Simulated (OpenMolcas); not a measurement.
**Ru4+: ligand-field states by method**

Ru4+ with its 6 nearest fluoride ions at 1.886 Å, on the Ge site of Cs2GeF6 (a = 9.021 Å, distance in the model lattice 1.804 Å). The rest of the host is ab initio model potentials to 7.6 Å and point charges beyond; the distance is set by hand and nothing relaxes. Ligand basis ANO-RCC-VDZP.

- Program: OpenMolcas 26.06
- Basis: ANO-RCC-VTZP [7s6p4d2f1g]
- Scalar Hamiltonian: DKH2, point nucleus
- Active space: 4 electrons in 5 orbitals (4d)
- State averaging: 2S+1 = 5 even, 5 roots; 2S+1 = 3 even, 45 roots; 2S+1 = 1 even, 50 roots
- Spin-orbit coupling: RASSI with atomic mean-field integrals over the reference wave functions

I. CASSCF
II. SS-CASPT2, IPEA 0.25 Eh, imaginary shift 0.1 Eh (closed shells correlated: 4s 4p and the ligand valence shells)
III. SS-CASPT2, IPEA 0.25 Eh, real shift 0.3 Eh (closed shells correlated: 4s 4p and the ligand valence shells)

Spin-free states (labels of O, the rotations of Oh) in cm-1, each column counted from its own energy of the first state listed:

```csv
State,Degeneracy,I,II,III
3T1,3,0,0,0
1T2,3,9297,6340,6380
1E,2,10537,6840,6930
5E,2,13189,18970,18960
1A1,1,20840,15340,15520
3E,2,28925,29030,29130
2S+1 = 3,3,30271,30030,30150
2S+1 = 3,3,31067,30650,30760
2S+1 = 3,1,32432,31470,31580
2S+1 = 3,1,33704,32820,32920
3E,2,35269,33600,33710
```

From I to II, I's first state of the same spin (3E) moves from 28925 to 29030 cm-1, by about +100 cm-1.

From I to II, I's first state of another spin (1T2) moves from 9297 to 6340 cm-1, by about -3000 cm-1.

I: A least-squares ligand-field fit to the states below 45000 cm-1, each weighted by its degeneracy and with a free common offset, gives 10Dq = 31837 cm-1, B = 734 cm-1 and C = 3046 cm-1 (C/B = 4.15), with an rms deviation of 228 cm-1. The same method and metal basis give the free ion B = 952 cm-1 (fit to its terms below 60000 cm-1, rms deviation 30 cm-1), so the nephelauxetic ratio is β = 734 / 952 = 0.77; it hangs on how both fits weigh the states, and computed free-ion B values tend to be too large, so β mixes covalency with correlation.

χT at 300 K: I 1.06, II 1.01, III 1.01 cm3 K/mol.

Roots that are degenerate in the reference are averaged as groups; the widest CASPT2 spread within a group is 970 cm-1 (the 3-fold group of multiplicity 3 near 108000 cm-1 above the lowest state of its run, II). Shifts and gaps below about the spread of the groups concerned are not significant. Over all roots computed the reference weight is 0.67 to 0.70 in II, 0.72 to 0.74 in III; a low but even weight reflects the number of correlated electrons. An orbital triplet at a regular site is open to Jahn-Teller coupling, which can distort the site and quench the lowest spin-orbit gaps and is left out. The least metal-like active orbital is 74 % on the metal (Löwdin) and no ligand orbital is active, so the numbers are rough. Ligand-to-metal charge-transfer states are missing. With no ligand orbital active B as a rule stays too high, so bands that hang on it stand too high and its fall with covalency is understated. Without dynamic correlation the repulsion within the d shell is too large (B by tens of per cent), so at a given field states of lower spin stand too high (holds for I). This shell can be high or low spin here, a state of another spin lies low, and with metal d orbitals alone active their balance is uncertain, so the ground spin may be wrong, although the usual error favours high spin (holds for I). With metal d orbitals alone the field can be off either way by tens of per cent (holds for I). With one d shell and no ligand orbital active, 10Dq can be off by a tenth or more (holds for II; III). No measured value stands beside these numbers; the geometry was set by hand and not optimised.
